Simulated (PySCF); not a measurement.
CH3FGe, neutral, multiplicity 1. Atoms are numbered in the order given.

```xyz
6

Ge     0.4522     0.1545     0.0000
F     -1.0235     1.1501     0.0000
C     -0.5159    -1.5938     0.0000
H      0.1616    -2.4488     0.0000
H     -1.1629    -1.6423    -0.8810
H     -1.1629    -1.6423     0.8810
```

Coordinates come from a B3LYP-D3(BJ)/def2-TZVP optimisation.

Computed with B3LYP-D3(BJ)/def2-TZVP (PySCF 2.14.0).

Frequencies are harmonic and unscaled.

Computed normal modes with their intensities:
```
mode  ν (cm⁻¹)  IR (km/mol)  moving atoms (share of kinetic energy)
----  --------  -----------  --------------------------------------
1           76          0.4                                  H 93 %
2          225          7.2         F 43 %, C 23 %, H 21 %, Ge 13 %
3          537         59.2                 C 63 %, Ge 18 %, H 18 %
4          562          0.8                          H 86 %, C 13 %
5          632         95.5                         F 79 %, Ge 19 %
6          734         12.8                          H 76 %, C 20 %
7         1225         19.4                          H 81 %, C 19 %
8         1433          7.1                                  H 95 %
9         1439          9.0                                  H 94 %
10        3011          2.5                                  H 97 %
11        3082          9.1                           H 91 %, C 9 %
12        3111         14.4                           H 91 %, C 9 %
```
